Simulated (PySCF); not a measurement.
Working out the ionisation energy of Pt

Pt [Xe] 4f14 5d9 6s1 (3D) → Pt⁺ [Xe] 4f14 5d9 (2D). Computed with PySCF 2.14 in aug-cc-pwCVTZ-PP with ECP60MDF (8s8p7d4f3g, 122 functions), with scalar relativity through the core potential. Frozen: nothing. Energies in hartree (1 hartree = 27.21139 eV):

```tsv
part	Pt (lower)	Pt⁺ (upper)
UHF	-118.516046	-118.238012
MP2 opposite-spin	-0.454989	-0.419884
MP2 same-spin	-0.207317	-0.181687
```

Task: What does Hartree-Fock give?

Result: (-118.238012) − (-118.516046) = 0.278034 hartree = 7.566 eV.

Task: What do MP2 and SCS-MP2 (6/5 opposite-spin, 1/3 same-spin) give?

Result: The opposite-spin parts differ by 0.955 eV and the same-spin parts by 0.697 eV. MP2: 7.566 + (0.955) + (0.697) = 9.218 eV. SCS-MP2: 7.566 + 1.2 × (0.955) + (0.697)/3 = 8.944 eV.

Reference: 8.959 eV (measured; NIST Atomic Spectra Database, ionization energies), between the lowest levels; spin-orbit coupling is absent from the calculation.

What remains against the reference includes basis incompleteness and correlation beyond second order.
